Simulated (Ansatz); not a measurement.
Molecule: Si₂F₆ (charge 0, singlet). SMILES: F[Si](F)([Si](F)(F)F)F
Geometry from a B3LYP-D3(BJ)/def2-TZVP (Ansatz, a program for electronic structure) optimisation:
```xyz
8

F      1.6046    -1.5923    -0.2008
Si     1.1619    -0.0853    -0.0296
F      1.7497     0.7453    -1.2384
F      1.7944     0.4691     1.3079
Si    -1.1619     0.0853     0.0296
F     -1.6044     1.5910     0.2126
F     -1.7937    -0.4583    -1.3127
F     -1.7506    -0.7548     1.2313
```
Charge 0, spin multiplicity 1.

Parts of the frozen-core correlation energy in aug-cc-pV(T+d)Z (Ansatz, hartree). Frozen orbitals: 16; correlated occupied orbitals by spin: 25 and 25; virtual: 345 and 345. Spin-orbit coupling is left out. Non-relativistic.

```
term                             value
-------------------------  -----------
reference (HF)             -1175.21742
MP2 opposite-spin             -1.29901
MP2 same-spin                 -0.46304
CCSD correlation              -1.76171
(T)                           -0.05689
T1 diagnostic                    0.013
largest doubles amplitude        0.034
```
